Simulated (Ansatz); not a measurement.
```yaml
crystal:
  periodic: [false, false, false]
  atoms:
    - {symbol: F, position_ang: [1.574058, 1.019827, 0.123722]}
    - {symbol: C, position_ang: [1.150671, -0.135413, 0.701822]}
    - {symbol: Cl, position_ang: [1.872624, -1.489145, -0.237129]}
    - {symbol: O, position_ang: [-0.187071, -0.195666, 0.735266]}
    - {symbol: Si, position_ang: [-1.239224, 0.168705, -0.518810]}
    - {symbol: H, position_ang: [-0.749106, -0.485774, -1.471783]}
    - {symbol: H, position_ang: [-0.799106, -0.485774, -1.771783]}
    - {symbol: H, position_ang: [-2.535976, -0.367537, -0.055552]}
    - {symbol: H, position_ang: [-1.313731, 1.636286, -0.701529]}
basis:
  gaussian: {orbitals: def2-TZVPD}
hamiltonian: {xc: {name: wB97M-V}}
```

```sh
$ ansatz run in.yaml --threads 4 --pin off --events-out ev --progress --plain --max-ram 10444MiB
```

Shortened log:

```
Functional definition: wB97M-V
1323 factors; their error is unknown
413 factors; integrals over basis functions are off by at most 4.0e-5 eV
mean field evaluation 1: about -26240.9966 eV, gradient 5.1e1 eV
mean field evaluation 2: about -26238.1497 eV, gradient 6.8e1 eV
mean field evaluation 4: about -26246.2523 eV, gradient 4.5e0 eV
mean field evaluation 8: about -26246.3154 eV, gradient 2.2e-1 eV
mean field evaluation 16: about -26246.3344 eV, gradient 1.8e-3 eV
mean field -26246.33438133 eV, -964.5349981094 hartree, gradient 1.0e-5 eV, S^2 0.000000; 0 other end points of the search recorded, 0 dependent functions left out
reference -26246.33445732 eV, -964.5350009019 hartree; 29, 29 occupied and 213, 213 virtual orbitals, 1323 factors
Total energy: -26246.33445732 eV, -964.5350009019 hartree
```

Q: What is wrong with this run?

A: One atom was put on top of another. Self-consistency was reached. The result belongs to that input, not to the molecule as meant.
